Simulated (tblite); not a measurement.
Task: Write a Z-matrix for `C[SiH2]SCCC(F)F` as optimised with GFN2-xTB.

Result: 
Z-matrix in Å and degrees, rows numbered from 1:
```
C 
Si  1  1.8864
S   2  2.1555  1  106.38
C   3  1.8322  2   99.37  1  -177.56
C   4  1.5201  3  110.58  2   174.57
C   5  1.5198  4  111.17  3   -66.03
F   6  1.3576  5  110.72  4   -64.85
F   6  1.3552  5  110.67  4   178.00
H   1  1.0862  2  111.16  3    67.42
H   1  1.0861  2  111.43  3   -52.60
H   1  1.0848  2  110.47  3  -172.80
H   2  1.4621  1  113.29  3  -116.70
H   2  1.4629  1  113.22  3   116.88
H   4  1.0892  3  107.73  2   -64.89
H   4  1.0897  3  108.17  2    53.47
H   5  1.0927  4  109.75  3   174.06
H   5  1.0907  4  110.45  3    53.71
H   6  1.0994  5  113.14  4    56.49
```

Of the pairs four or more bonds apart, S3···H18 is among the closest relative to their van der Waals radii: 2.79 Å, 93 % of the sum of Bondi's values. Si2 (SiH2 silicon) is distorted tetrahedral (angles from 106.4° to 113.3°).

Computed geometry: GFN2-xTB, gas phase.

Point group: C1 (no symmetry element, even within 0.4 Å). Its lowest GFN2-xTB frequency is 13 cm⁻¹, too small to tell a flat minimum from a shallow saddle. The numbers are those of one conformer (C1–Si2–S3–C4 -178°, Si2–S3–C4–C5 175°, S3–C4–C5–C6 -66°, C4–C5–C6–F7 -65°).

On one thread, Arm Neoverse V1 (aarch64), no GPU, shared host with 64 logical CPUs at a one-minute load of 26, this took 0.98 s of wall time. This is the geometry optimisation.
